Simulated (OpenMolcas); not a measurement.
# Ti2+, Zr2+, Hf2+: d² down the group

```
Program             : OpenMolcas 26.06
Method              : CASSCF
Basis               : ANO-R3
Scalar Hamiltonian  : X2C, finite nucleus
Spin-orbit coupling : RASSI with atomic mean-field integrals over the reference wave functions, term energies averaged over their components
```

Active space for each ion: 2 electrons in 6 orbitals (d s).

Computed levels in cm-1 above ³F₂:

```csv
Level,Ti2+,Zr2+,Hf2+
³F₃,198,678,3581
³F₄,456,1497,6731
³P₀,13744,10327,11034
³P₁,13812,10582,13112
³P₂,13956,11082,14950
¹G₄,17891,14062,17420
¹S₀,43317,30969,41918
weight of ³F in the lowest level (%),100,99,83
```

Measured, with the error of the calculation in %. Measured levels: Ti2+ from Corliss and Sugar, J. Phys. Chem. Ref. Data 8, 1 (1979); Zr2+ from Moore, Atomic Energy Levels, vol. II, NSRDS-NBS 35 (1971 reprint of NBS Circular 467, 1952); NIST levels as listed in Rynkun, Gaigalas and Jonsson, Astron. Astrophys. 637, A10 (2020).

```json
{"Level": "³F₃", "Ti2+": "185 (+7.0)", "Zr2+": "681 (-0.5)"}
{"Level": "³F₄", "Ti2+": "420 (+8.5)", "Zr2+": "1486 (+0.7)"}
{"Level": "³P₀", "Ti2+": "10538 (+30.4)", "Zr2+": "8062 (+28.1)"}
{"Level": "³P₁", "Ti2+": "10604 (+30.3)", "Zr2+": "8326 (+27.1)"}
{"Level": "³P₂", "Ti2+": "10721 (+30.2)", "Zr2+": "8838 (+25.4)"}
{"Level": "¹G₄", "Ti2+": "14398 (+24.3)", "Zr2+": "11049 (+27.3)"}
{"Level": "¹S₀", "Ti2+": "32476 (+33.4)", "Zr2+": "23979 (+29.2)"}
```

The fine-structure level ³F₄ changes by a factor of 14.8 from Ti2+ to Hf2+.

Without spin-orbit coupling ³P lies 13615, 9904, 9531 cm-1 above ³F in that order; the difference to the level ³P₀, of either sign, comes from spin-orbit coupling, which also lowers the zero.

Without dynamic correlation excited terms often stand tens of per cent too high (terms of higher spin than the ground term too low), and those without a measured partner can miss by more than the paired ones. Terms from blocks run as CI alone lack orbitals of their own. Configurations are named by rounded mean occupations; where the s occupation lies near a half they are strongly mixed, a name can repeat and a true partner stay unpaired (holds for Hf2+). Computed and measured levels are paired by configuration, term and J; levels that our copy of the source lacks, or whose pairing is in doubt (as where it misses far off the trend of its configuration), stay unpaired and out of the deviations. Only configurations of the active space appear.
